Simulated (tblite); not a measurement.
Write Cartesian coordinates for `O=S(=O)(O)c1cc[nH+]cc1` as optimised with GFN2-xTB. (Charge +1.)

```xyz
16
C5H6NO3S angstrom
O      2.744   -0.883    0.894
S      2.225    0.110    0.023
O      2.613    1.467    0.121
O      2.282   -0.403   -1.482
C      0.412    0.071    0.129
C     -0.312    1.172   -0.299
C     -1.691    1.127   -0.211
N     -2.288    0.038    0.286
C     -1.611   -1.033    0.715
C     -0.230   -1.043    0.646
H      3.087   -0.877   -1.709
H      0.210    2.037   -0.678
H     -2.317    1.948   -0.532
H     -3.306    0.025    0.346
H     -2.177   -1.866    1.107
H      0.353   -1.883    0.992
```

Any rigid rotation of these coordinates is as good. Atoms count from 1 in this order. N8 (pyridinium-type nitrogen) is planar (angles 123.0°, 118.5° and 118.5°, sum 360.0°, 0.00 Å off the plane of its three neighbours). The 6-membered ring C5–C6–C7–N8–C9–C10 has internal angles of 118.4° to 123.0°; it is planar, 0.00 Å rms from its mean plane, widest ring torsion 1°. Of the pairs four or more bonds apart, O1···H16 is among the closest relative to their van der Waals radii: 2.59 Å, 95 % of the sum of Bondi's values. C7 (aromatic CH next to a ring nitrogen) is planar (angles 122.3°, 119.7° and 118.0°, sum 360.0°, 0.00 Å off the plane of its three neighbours).

Bonds between heavy atoms (Å): O1=S2 1.418, S2=O3 1.415, S2–O4 1.591, S2–C5 1.817, C5–C6 1.385, C6–C7 1.382, C7–N8 1.338, N8–C9 1.338, C9–C10 1.383, C5–C10 1.385.

The geometry is computed with GFN2-xTB (gas phase).

Its GFN2-xTB frequencies are all real (lowest 25 cm⁻¹). Torsions: O1–S2–O4–H -41°, O1–S2–C5–C6 161°.

One conformer stands for the species.
